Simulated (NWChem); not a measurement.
C$_{2}$H$_{3}$BFNO; SMILES N#CCB(O)F

```xyz
9

N      0.2907     2.5644     0.0000
C     -0.3495     1.5818     0.0000
C     -1.0103     0.2876     0.0000
B      0.0605    -0.9060     0.0000
O      1.3977    -0.7254     0.0000
F     -0.4075    -2.1582     0.0000
H     -1.6710     0.1852     0.8880
H     -1.6710     0.1852    -0.8880
H      1.6490     0.2197     0.0000
```
Atoms are numbered in this order, from 1.

Program: NWChem. All runs use the structure optimised with PBE-D3(BJ)/def2-SVP.

Taking TPSS/pcseg-2 as the yardstick, which of these has the fewest basis functions while keeping “dipole (D)” within 0.05 D of it: TPSS/def2-SVP; TPSS/aug-pcseg-1; TPSS/pcseg-1; TPSS/STO-3G?

TPSS/aug-pcseg-1.
| level | basis functions | dipole (D) |
|---|---|---|
| TPSS/STO-3G | 33 | 1.84 |
| TPSS/pcseg-1 | 99 | 1.89 |
| TPSS/def2-SVP | 99 | 1.75 |
| TPSS/aug-pcseg-1 | 165 | 2.02 |
| TPSS/pcseg-2 | 222 | 2.00 |

The yardstick is one finite set, not the basis-set limit.
